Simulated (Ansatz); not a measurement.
Cost and result for the atomization energy of `[CH3][SnH2][N]=C=O` (10 atoms, 9 bonds).

```xyz
10

C     0.093   -1.027    1.508
Sn   -0.792   -0.142   -0.207
N     0.779    0.655   -1.219
C     1.075    1.624   -1.858
O     1.428    2.545   -2.488
H     0.579   -0.255    2.103
H     0.837   -1.757    1.190
H    -0.665   -1.526    2.113
H    -1.486   -1.268   -1.282
H    -1.848    1.152    0.140
```

Charge 0, multiplicity 1. Correlated methods include outer-core shells of Sn, which these sets cover unevenly. Sn: def2 effective core potential. All single points use the PBE0-D4/def2-TZVP geometry. It is one conformer, not always the lowest. Program: Ansatz. Hardware: A = 2 threads of an AMD EPYC 7R13 on a shared host; B = 2 threads of an AMD EPYC 7R13 on a shared host and a share of an NVIDIA H100 80 GB. Times are those of one run each, without the atoms' runs, and a repeat can differ threefold. Electronic energies, without spin–orbit coupling; frozen cores. CCSD(T)/CBS adds CCSD(T) − MP2 in def2-TZVPP to the MP2 limit, and its time is that of the two runs behind it. T1 = 0.015. With those shells the extrapolation isn't a true limit. B3LYP takes the VWN-RPA correlation (the form of Gaussian; ORCA's B3LYP/G). HSE06 is the plane-wave form, built on full-range PBE exchange.

CCSD(T)/CBS is a level of theory with its own doubt, some kJ/mol a heavy atom from the limit and from the frozen cores, so smaller differences don't rank the functionals.

| level | functions | wall time | atomization (kJ/mol) | difference from CCSD(T)/CBS | per bond |
| --- | --- | --- | --- | --- | --- |
| revPBE-D4/def2-TZVPP [A] | 244 | 2.8 s | 3759.0 | 2.3 | 0.3 |
| BLYP-D4/def2-TZVPP [A] | 244 | 2.9 s | 3782.7 | 26.0 | 2.9 |
| PBE-D4/def2-TZVPP (with forces) [A] | 244 | 3.3 s | 3870.9 | 114.2 | 12.7 |
| MP2/def2-QZVPP [B] | 460 | 3.3 s | 3789.4 | 32.7 | 3.6 |
| CCSD(T)/def2-TZVPP [B] | 244 | 3.5 s | 3648.8 | -107.9 | -12.0 |
| BHLYP-D4/def2-TZVPP [A] | 244 | 3.7 s | 3599.5 | -157.2 | -17.5 |
| HSE06-D4/def2-TZVPP [A] | 244 | 4.1 s | 3761.4 | 4.7 | 0.5 |
| B3LYP-D4/def2-TZVPP (with forces) [A] | 244 | 6 s | 3755.6 | -1.1 | -0.1 |
| r2SCANh-D4/def2-TZVPP [A] | 244 | 6 s | 3723.6 | -33.1 | -3.7 |
| CCSD(T)/CBS(def2) | – | 6.8 s | 3756.7 | 0.0 | 0.0 |
| B2PLYP/def2-TZVPP [A] | 244 | 7.5 s | 3719.9 | -36.8 | -4.1 |
| PBE-QIDH/def2-TZVPP [A] | 244 | 8.5 s | 3716.7 | -40.0 | -4.4 |
| CCSD(T)/def2-SVP [A] | 107 | 11 s | 3518.3 | -238.4 | -26.5 |

The D4 term adds +31.4 kJ/mol with B3LYP and +16.6 kJ/mol with PBE0; it sums over pairs of atoms, weighted by their polarisabilities, and B3LYP, whose exchange is more repulsive, gets the larger term. From r2SCAN to r2SCAN0 (25 % exact exchange), in def2-TZVPP and without D4, the atomization energy moves by −94.7 kJ/mol: exact exchange takes away binding that semilocal exchange gives to molecules. In def2-TZVPP, CCSD(T) changes the Hartree–Fock value by +1087.8 kJ/mol (the triples alone add +79.9 kJ/mol) and MP2 by +1164.0 kJ/mol; breaking electron pairs costs correlation energy, which Hartree–Fock lacks.

Spin–orbit coupling would lower the free Sn atoms strongly, and the atomization energy with them, by more than many differences here. For some Ge, Se and Sn compounds the MP2-based and the directly extrapolated limit differ by 10 to 25 kJ/mol.
